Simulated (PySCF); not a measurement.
SMILES CC(CCl)(C)C at its GFN2-xTB optimised geometry (Å):

```
17

C      1.3726    -0.1091     0.0000
C     -0.1598    -0.1091     0.0000
C     -0.6728    -0.8473     1.2371
C     -0.6728     1.3316     0.0000
C     -0.6160    -0.8307    -1.2710
Cl    -2.3905    -0.9123    -1.4153
H      1.7593    -1.1257    -0.0029
H      1.7435     0.3957     0.8883
H      1.7594     0.4088    -0.8748
H     -0.3037    -1.8706     1.2536
H     -0.3362    -0.3453     2.1408
H     -1.7594    -0.8728     1.2420
H     -0.3022     1.8706    -0.8694
H     -0.3376     1.8498     0.8950
H     -1.7593     1.3488    -0.0212
H     -0.2599    -1.8613    -1.2817
H     -0.2596    -0.3120    -2.1614
```

Level of theory: PBE/def2-SVP run with PySCF.

Map of the HOMO−1 amplitude (bohr^(-3/2)) on the plane z = 0.6 Å; orbital energy -6.65 eV, overall sign arbitrary:

```
|444444444444444444444444444|
|444444444433444444444444444|
|444444443333333444444444444|
|444444433333333344444444444|
|444444333333333344444444444|
|444444333322333344444444444|
|444443332222233344433344444|
|444443322111233444333333444|
|444443322111344443333333444|
|444443332223455443333333344|
|444444333335665443222333334|
|444444443446776542101233334|
|444444444456897642001233334|
|444555544456998642001233334|
|444555544446887643222333344|
|445555544345666544333333344|
|445555544345555544444344444|
|444555544445555444444444444|
|444455444445554444444444444|
|444444444444554444444444444|
|444444444444444444444444444|
|444444444444444444444444444|
|444444444444444444444444444|
|444444444444444444444444444|
|444444444444444444444444444|
|444444444444444444444444444|
|444444444444444444444444444|
```
Scale: ten equal steps from -0.047 (start of '0') to 0.067 (end of '9'), in the order '0123456789'; x runs from -4.00 to 4.00, y from -4.00 (bottom) to 4.00 (top).
